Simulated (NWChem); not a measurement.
Everything below was run with NWChem. System: CH$_{2}$F, charge 0, spin multiplicity 2, at a geometry optimised with UPBE0/def2-SVP. The structure started from a generated list of species. Its SCF solution wasn't tested for a lower state. Level: UMP2/def2-TZVP, 2 core orbitals frozen.

The NWChem input:

```
start mol
memory heap 200 mb stack 900 mb global 1100 mb
geometry units angstroms nocenter noautoz
  C     -0.640553     0.074020     0.000000
  F      0.678826    -0.039403     0.000000
  H     -1.133059    -0.044748     0.966953
  H     -1.133059    -0.044748    -0.966953
  symmetry group Cs
end
basis spherical
  * library def2-tzvp
end
scf
  uhf
  nopen 1
  maxiter 100
  thresh 1e-7
  semidirect memsize 60000000 filesize 0
  # guess.movecs holds the orbitals of an unrestricted PBE0 run
  vectors input guess.movecs output mol.movecs
end
mp2
  freeze core 2
end
task mp2 energy
```

NWChem printed:

```
             Northwest Computational Chemistry Package (NWChem) 7.3.0
             --------------------------------------------------------

                                NWChem Input Module
                                -------------------

 Scaling coordinates for geometry "geometry" by  1.889725989
 (inverse scale =  0.529177249)

 Turning off AUTOSYM since
 SYMMETRY directive was detected!

                             Geometry "geometry" -> ""
                             -------------------------

 Output coordinates in angstroms (scale by  1.889725989 to convert to a.u.)

  No.       Tag          Charge          X              Y              Z
 ---- ---------------- ---------- -------------- -------------- --------------
    1 C                    6.0000    -0.64055300     0.07402000     0.00000000
    2 F                    9.0000     0.67882600    -0.03940300     0.00000000
    3 H                    1.0000    -1.13305900    -0.04474800     0.96695300
    4 H                    1.0000    -1.13305900    -0.04474800    -0.96695300

 Effective nuclear repulsion energy (a.u.)      32.3073863545

            Nuclear Dipole moment (a.u.)
            ----------------------------
        X                 Y               Z
 ---------------- ---------------- ----------------
    -0.0000037795    -0.0000056692     0.0000000000

      Symmetry information
      --------------------

 Group name             Cs
 Group number              2
 Group order               2
 No. of unique centers     3

      Symmetry unique atoms

     1    2    3


 Summary of "ao basis" -> "" (spherical)
 ------------------------------------------------------------------------------
       Tag                 Description            Shells   Functions and Types
 ---------------- ------------------------------  ------  ---------------------
 *                         def2-tzvp                  on all atoms

 Summary of "ao basis" -> "ao basis" (spherical)
 ------------------------------------------------------------------------------
       Tag                 Description            Shells   Functions and Types
 ---------------- ------------------------------  ------  ---------------------
 C                         def2-tzvp                11       31   5s3p2d1f
 F                         def2-tzvp                11       31   5s3p2d1f
 H                         def2-tzvp                 4        6   3s1p

                                 NWChem SCF Module
                                 -----------------

  ao basis        = "ao basis"
  functions       =    74
  atoms           =     4
  alpha electrons =     9
  beta  electrons =     8
  charge          =   0.00
  wavefunction    = UHF
  use symmetry    = T
  symmetry adapt  = T

 Summary of "ao basis" -> "ao basis" (spherical)
 ------------------------------------------------------------------------------
       Tag                 Description            Shells   Functions and Types
 ---------------- ------------------------------  ------  ---------------------
 C                         def2-tzvp                11       31   5s3p2d1f
 F                         def2-tzvp                11       31   5s3p2d1f
 H                         def2-tzvp                 4        6   3s1p

      Symmetry analysis of basis
      --------------------------

        a'         48
        a"         26

 Forming initial guess at       0.1s

   Symmetry analysis of molecular orbitals - initial alpha
   -------------------------------------------------------
[...]
    1 C    6     3.57   0.43  0.56  0.27  0.35  0.07  0.77  0.83  0.22  0.01  0.04  0.01
    2 F    9     4.64   0.39  0.60  0.30  0.51  0.17  1.14  1.14  0.38  0.00  0.01  0.00
    3 H    1     0.39   0.12  0.22  0.04  0.01
    4 H    1     0.39   0.12  0.22  0.04  0.01

   Mulliken analysis of the beta density
   -------------------------------------

    Atom       Charge   Shell Charges
 -----------   ------   -------------------------------------------------------
    1 C    6     2.42   0.43  0.56  0.23  0.29  0.05  0.39  0.36  0.05  0.02  0.04  0.01
    2 F    9     4.63   0.39  0.60  0.29  0.50  0.17  1.10  1.13  0.43  0.00  0.01  0.00
    3 H    1     0.48   0.14  0.27  0.06  0.01
    4 H    1     0.48   0.14  0.27  0.06  0.01

   Mulliken analysis of the spin density
   -------------------------------------

    Atom       Charge   Shell Charges
 -----------   ------   -------------------------------------------------------
    1 C    6     1.16   0.00 -0.00  0.05  0.06  0.02  0.39  0.47  0.17 -0.00  0.00 -0.00
    2 F    9     0.01   0.00 -0.00  0.00  0.00 -0.01  0.05  0.01 -0.05  0.00  0.00  0.00
    3 H    1    -0.08  -0.02 -0.05 -0.02  0.01
    4 H    1    -0.08  -0.02 -0.05 -0.02  0.01

       Multipole analysis of the density wrt the origin
       ------------------------------------------------

     L   x y z        total         alpha         beta         nuclear
     -   - - -        -----         -----         ----         -------
     0   0 0 0     -0.000000     -9.000000     -8.000000     17.000000

     1   1 0 0     -0.620713      0.261253     -0.881962     -0.000004
     1   0 1 0     -0.060874     -0.224984      0.164117     -0.000006
     1   0 0 1      0.000000      0.000000     -0.000000      0.000000

     2   2 0 0     -8.476421    -21.707740    -19.539399     32.770718
     2   1 1 0      0.175184      1.084702      0.603928     -1.513446
     2   1 0 1     -0.000000     -0.000000      0.000000      0.000000
     2   0 2 0     -9.200374     -5.832458     -3.549511      0.181595
     2   0 1 1      0.000000      0.000000      0.000000      0.000000
     2   0 0 2     -7.718657     -7.340601     -7.055932      6.677877

                   NWChem MP2 Semi-direct Energy/Gradient Module
                   ---------------------------------------------

  Basis functions       =     74
  Molecular orbitals    =     74
  Frozen core           =      2
  Frozen virtuals       =      0
  Active alpha occupied =      7
  Active beta occupied  =      6
  Active alpha virtual  =     65
  Active beta virtual   =     66
  Use MO symmetry       = T
  Use skeleton AO sym   = T

  AO/Fock/Back tols     =   1.0D-09  1.0D-09  1.0D-09

 GA uses MA = F    GA memory limited = T

 Available:
  local mem=  1.26D+08
 global mem=  1.44D+08
 local disk=  0.00D+00
  mp2_memr nvloc                    65
  nvloc new                    65
   1 passes of   7:        5242880                      33911                   4299273.
   1 passes of   7: M    126153030           G      144168248           F     120910150.

 Semi-direct pass number   1 of   1  for UHF alpha       at        1.5s
  vrange nnbf                  2773
  mp2_eaftype                    16  avail_ma_in_mb                  1099
 EAF : mp2_eaftype filesize          16    2149636.
  mp2_eaf for mointskh                     16
Node 0 wrote     10.1 Mb in      0.0 s     Agg I/O rate:   750.9 Mb/s
 Done moints_semi at        2.6s
  mp2_eaftype                    16  avail_ma_in_mb                  1083
 EAF : mp2_eaftype filesize          16    2149636.
  mp2_eaf for kh                    16
 Done maket at        2.7s
 Done multipass loop at        2.7s

 GA uses MA = F    GA memory limited = T

 Available:
  local mem=  1.26D+08
 global mem=  1.44D+08
 local disk=  0.00D+00
  mp2_memr nvloc                    66
  nvloc new                    66
   1 passes of   6:        5242880                      30963                   3743009.
   1 passes of   6: M    126153030           G      144168248           F     120910150.

 Semi-direct pass number   1 of   1  for UHF beta        at        2.7s
  vrange nnbf                  2773
  mp2_eaftype                    14  avail_ma_in_mb                  1099
 EAF : mp2_eaftype filesize          14    1871504.
  mp2_eaf for mointskh                     14
Node 0 wrote      8.8 Mb in      0.0 s     Agg I/O rate:   754.9 Mb/s
 Done moints_semi at        4.0s
  mp2_eaftype                    14  avail_ma_in_mb                  1085
 EAF : mp2_eaftype filesize          14    1871504.
  mp2_eaf for kh                    14
 Done maket at        4.1s
 Done multipass loop at        4.1s

          -------------------------------------------
          SCF energy                -138.467275944724
          Correlation energy          -0.390371428900
          Singlet pairs                0.000000000000
          Triplet pairs                0.000000000000
          Total MP2 energy          -138.857647373624
          -------------------------------------------

          ---------------------------------------------------
                    Spin Component Scaled (SCS) MP2
          Same spin pairs                     -0.096586261232
          Same spin scaling factor             0.333333333333
          Opposite spin pairs                 -0.293785167668
          Opposite spin scaling fact.          1.200000000000
          SCS-MP2 correlation energy          -0.384737621612
          Total SCS-MP2 energy              -138.852013566336
          ---------------------------------------------------

 -----------------------
 Performance information
 -----------------------

 Timer overhead =  2.13D-07 seconds/call

               Nr. of calls         CPU time (s)                 Wall time (s)                GFlops
             ---------------    -------------------     ------------------------------   -------------------
Name         Min   Avg   Max    Min     Avg     Max     Min     Avg     Max   Mx/calls   Min     Max     Sum
mp2: moin     2     2     2    2.4     2.4     2.4      2.4     2.4     2.4     1.2      0.0     0.0     0.0
mp2: make     2     2     2   0.18    0.18    0.18     0.18    0.18    0.18    8.83E-2   0.0     0.0     0.0
mp2: tota     1     1     1    2.7     2.7     2.7      2.7     2.7     2.7     2.7      0.0     0.0     0.0

 The average no. of pstat calls per process was 5.00D+00
 with a timing overhead of 1.07D-06s

 Task  times  cpu:        4.1s     wall:        4.1s

 Total times  cpu:        4.1s     wall:        4.1s
```
